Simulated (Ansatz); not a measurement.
W5⁺. The state is a doublet with charge 1. Geometry PBE0-D4/def2-SVP, basis def2-TZVP, Ansatz.

Cartesian coordinates in Å:
```
W 1.209 -0.235 1.368
W 0.764 -0.885 -0.973
W -1.173 0.618 -1.276
W 0.145 1.584 0.381
W -0.944 -1.083 0.501
```

| run | HOMO (eV) | LUMO (eV) |
| --- | --- | --- |
| A | -7.55 | -6.94 |
| B | -7.48 | -7.15 |
| C | -8.07 | -6.40 |
| D | -7.97 | -6.62 |

In the def2 sets W takes a core potential; there is no spin–orbit coupling. B3LYP takes the VWN-RPA correlation. The structure comes from a short search, and lower isomers may exist.

HOMO and LUMO are taken over both spins.

**Question.** The runs used B3LYP, PBE, PBE0, r2SCAN. Estimate which is which.

**Answer.** A r2SCAN (0 % exact exchange); B PBE (0 % exact exchange); C PBE0 (25 % exact exchange); D B3LYP (20 % exact exchange). Exact exchange lowers occupied and raises empty levels; among semilocal functionals meta-GGAs tend to open the gap a little, and such runs are hard to tell apart. The gap grows from 0.33 eV (PBE) to 1.67 eV (PBE0).
